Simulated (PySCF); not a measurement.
WBr₃, SMILES [Br][W]([Br])[Br] (connectivity only; charge and spin as stated), neutral, multiplicity 4. Atoms are numbered in the order given.

```xyz
4

W      0.0000     0.0000     0.0000
Br    -2.4222     0.0000     0.0000
Br     1.2111     2.0976     0.0000
Br     1.2111    -2.0976     0.0000
```
Charge 0, spin multiplicity 4.

Coordinates come from a B3LYP-D3(BJ)/def2-SVP optimisation. The spin state was assumed, not searched. The def2 effective core potentials stand for the cores of W; spin–orbit coupling is left out.

Computed with PBE/def2-TZVP (PySCF).

ESP charges are fitted to the potential on shells at 1.4 to 2.0 van der Waals radii. Atomic charges (e):

```csv
atom,ESP fit,Löwdin,Mulliken spin
W1,0.11,(withheld),3.00
Br2,-0.04,(withheld),0.00
Br3,-0.04,(withheld),0.00
Br4,-0.04,(withheld),0.00
```

Question: Fill in the missing entries. (Estimate from the structure and the level; the computed values follow.)

Answer: 
- W1, Löwdin: -0.36
- Br2, Löwdin: 0.12
- Br3, Löwdin: 0.12
- Br4, Löwdin: 0.12
